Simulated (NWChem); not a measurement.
Species: BNH2F2; SMILES NB(F)F

```xyz
6

B      0.0000    -0.0401     0.0000
F      1.1469    -0.7255     0.0000
F     -1.1425    -0.7327     0.0000
N     -0.0041     1.3600     0.0000
H     -0.8558     1.9003     0.0000
H      0.8447     1.9046     0.0000
```
Atoms are numbered in this order, from 1.

All runs: NWChem. The geometry was optimised at B3LYP/6-31G* (spherical d). LC-ωPBE (HJS hole) with def2-SVP; x = 1 − exp(−ω/0.25 bohr⁻¹) is a scale chosen for this fit.

```
row           x  −ε(HOMO) (eV)
--------  -----  -------------
ω = 0.20  0.551           9.57
ω = 0.30  0.699          10.57
ω = 0.40  0.798          11.33
ω = 0.60  0.909       withheld
ω = 0.80  0.959          12.81
```

**Question.** Fit a straight line of the last column on the one before it, predict the withheld value, and compare with the run.

**Answer.** 
1. Means of the 4 shown rows: x = 0.7518, y = 11.070. Slope Σ(x − x̄)(y − ȳ)/Σ(x − x̄)² = 0.7001/0.08817 = 7.940; intercept 5.101.
2. The shown rows scatter about the line by 0.095 (root mean square); the largest residual is -0.11, at ω = 0.40.
3. At x = 0.909 (ω = 0.60; inside the shown range) the line gives 12.32.
4. The run gives 12.30, -0.02 from the line, 0.2 times the scatter.
